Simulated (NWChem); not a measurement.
System meant: CdNH3S; SMILES [NH2][Cd][SH]

The following NWChem deck was run.

```
start job
memory heap 200 mb stack 900 mb global 1100 mb
geometry units angstroms noautoz
  Cd     0.477525    -0.110967    -0.076134
  N      0.891654    -2.070347     0.042149
  H      0.239724    -2.668859    -0.462322
  H      0.945771    -2.431844     0.992961
  S      0.189689     2.198491    -0.312303
  H     -1.026102     2.189485     0.278826
end
basis spherical
  Cd library def2-svp
  N library def2-svp
  H library def2-svp
  S library def2-svp
end
ecp
  Cd library def2-ecp
end
dft
  xc b3lyp
  iterations 4
  mulliken
end
task dft energy
```

End of the output:

```
    Atom       Charge   Shell Charges
 -----------   ------   -------------------------------------------------------
    1 Cd  20    19.80   0.01  1.02  0.93  0.63  0.33  5.65  0.73  0.42  8.64  1.43  0.00
    2 N    7     7.28   1.97  0.75  0.49  2.19  1.86  0.03
    3 H    1     0.94   0.60  0.22  0.13
    4 H    1     0.94   0.60  0.22  0.13
    5 S   16    16.02   2.00  1.95  0.99  0.68  5.81  1.88  2.67  0.05
    6 H    1     1.01   0.62  0.31  0.08

 center of mass
 --------------
 x =   0.02070763 y =  -0.02177464 z =   0.00000000

 moments of inertia (a.u.)
 ------------------
         851.488071260067           0.000000202582           0.000000000000
           0.000000202582          12.521823860282           0.000000000000
           0.000000000000           0.000000000000         854.391452824652

     Multipole analysis of the density
     ---------------------------------

     L   x y z        total         alpha         beta         nuclear
     -   - - -        -----         -----         ----         -------
     0   0 0 0     -0.000000    -23.000000    -23.000000     46.000000

     1   1 0 0     -0.739700     -0.456183     -0.456183      0.172666
     1   0 1 0     -0.522435     -7.753754     -7.753754     14.985073
     1   0 0 1      0.000000      0.000000      0.000000      0.000000

     2   2 0 0    -29.335553    -18.199137    -18.199137      7.062721
     2   1 1 0      0.850507      1.534801      1.534801     -2.219096
     2   1 0 1     -0.000000     -0.000000     -0.000000      0.000000
     2   0 2 0    -34.003070   -240.922050   -240.922050    447.841030
     2   0 1 1      0.000000      0.000000      0.000000      0.000000
     2   0 0 2    -29.575003    -17.173442    -17.173442      4.771881

 ------------------------------------------------------------------------
 dft energy failed                                                                                  0
 ------------------------------------------------------------------------
 ------------------------------------------------------------------------
  current input line :
    25: task dft energy
 ------------------------------------------------------------------------
 ------------------------------------------------------------------------
 This type of error is most commonly associated with calculations not reaching convergence criteria
 ------------------------------------------------------------------------
 For more information see the NWChem manual at https://nwchemgit.github.io

0:dft energy failed:Received an Error in Communication
```

Task: What is wrong, and how is it mended?

Result: The run did not converge; its last values are not results. Cause: the SCF was allowed too few iterations. This input runs:
```
start job
memory heap 200 mb stack 900 mb global 1100 mb
geometry units angstroms noautoz
  Cd     0.477525    -0.110967    -0.076134
  N      0.891654    -2.070347     0.042149
  H      0.239724    -2.668859    -0.462322
  H      0.945771    -2.431844     0.992961
  S      0.189689     2.198491    -0.312303
  H     -1.026102     2.189485     0.278826
end
basis spherical
  * library def2-svp
end
ecp
  Cd library def2-ecp
end
dft
  xc b3lyp
  iterations 150
  mulliken
end
task dft energy
```
It converges to -622.40159 Ha (B3LYP/def2-SVP with def2 effective core potentials on Cd).
